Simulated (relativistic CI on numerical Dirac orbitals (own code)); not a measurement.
# Ag⁴⁺: L-alpha,beta X-ray emission

Computed with this model: Dirac-Coulomb-Breit CI, separate exchange-only KLI orbitals for each configuration, QED by a radiative potential, valence Slater integrals scaled by 0.8, multiplet model of X-ray emission after core ionisation; configurations [Kr] 4d7 → [He] 2s2 2p5 3s2 3p6 3d10 4s2 4p6 4d7 → [Ar] 3d9 4s2 4p6 4d7; 80 K; Lorentzian 2.8 eV and Gaussian 0.6 eV FWHM. Energies are those of the free ion, without screening or charge transfer. S is read from ⟨S²⟩ = S(S + 1).

Field parameters in Wybourne normalisation: D4h B²₀ = −7Ds, B⁴₀ = 21(Dq − Dt), B⁴₄ = 21√(5/14) Dq. The field is a parameter set, without covalency.

Computed curve for D4h, 10Dq = 35400, Ds = 1230, Dt = 60 cm⁻¹, scaled to 100 at the maximum (points under 2 are left out and the grid is thinned):

```tsv
Energy (eV)	Intensity
2971.8	2.2
2973.0	3.0
2974.2	4.0
2975.0	4.6
2976.2	5.9
2977.4	8.2
2978.6	11.5
2979.4	13.7
2980.6	16.6
2981.8	19.4
2983.0	26.4
2983.8	36.6
2985.0	70.2
2986.2	100.0
2987.4	62.5
2988.6	28.8
2989.4	18.2
2990.6	10.4
2991.8	6.7
2993.0	4.7
2993.8	3.8
2995.0	2.9
2996.2	2.2
3143.8	2.5
3144.6	3.3
3145.8	5.1
3147.0	7.3
3148.2	9.5
3149.4	13.5
3150.2	18.5
3151.4	29.8
3152.6	39.5
3153.8	38.2
3154.6	32.1
3155.8	18.6
3157.0	10.3
3158.2	5.9
3159.0	4.3
3160.2	2.9
3161.4	2.1
```

The ground state has S = 0.53, and the centroid lies at 3042.61 eV.
